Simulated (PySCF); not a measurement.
## Structure from NMR data

Molecular formula: C3H14OSi3. Simulated spectra:

¹H NMR (400 MHz, computed): δ 5.21 (m, 1H), 4.06 (d, 3H), 3.91 (d, 3H), 3.75 (s, 3H), 0.15 (d, 3H), -0.42 (m, 1H).

¹³C{¹H} NMR (computed): δ 52.8, -4.1, -12.5.

No relativistic terms, single conformer, in vacuum, rapidly exchanging positions averaged. σ from GIAO-PBE0/pcSseg-1; GFN2-xTB geometry; PySCF 2.14.

Referencing at the same level of theory: ¹H (σ = 31.72 ppm), ¹³C (σ = 186.93 ppm) vs TMS.

Task: Which of these isomers gave the spectra?
A. CCOC([SiH3])([SiH3])[SiH3]
B. C[Si](C)(C)O[SiH2][SiH3]
C. CO[Si@H](C)C([SiH3])[SiH3]

Result: C. 

1. The formula gives 0 degrees of unsaturation.
2. 3 carbon signals for 3 carbons: no two carbons are equivalent.
3. Carbon types of the structure: 1 × CH, 2 × CH3, leaving 7 H on heteroatoms.
4. δC 52.8: methyl carbon bonded to O; pulled downfield by the heteroatom.
5. δC -4.1: methyl carbon bonded to Si; an electropositive neighbour leaves it electron-rich and shielded.
6. δC -12.5: sp3 CH bonded to 3 Si; an electropositive neighbour leaves it electron-rich and shielded.
7. δH 3.75: hydrogen on a methyl carbon bonded to O; its carbon carries O, hence the downfield position.
8. δH 0.15: hydrogen on a methyl carbon bonded to Si; an electropositive neighbour shields it, as in TMS itself.

The others: CCOC([SiH3])([SiH3])[SiH3] would give 3 signals for carbon-bound and other non-exchanging H, not 6; C[Si](C)(C)O[SiH2][SiH3] would give 1 carbon signal, not 3.

Shifts are as computed. Against solution values, carbons near 30 ppm lie about +3 ppm off and those near 130 ppm about +5 ppm. Of 1211 compounds with measured shifts, 218 miss one by over three times the rms of a fit or turn the order of signals round; such compounds aren't used in these exercises. Multiplicities follow the n + 1 count of equivalent neighbours, as no J values were calculated; m marks all less simple cases, F and P coupling included.
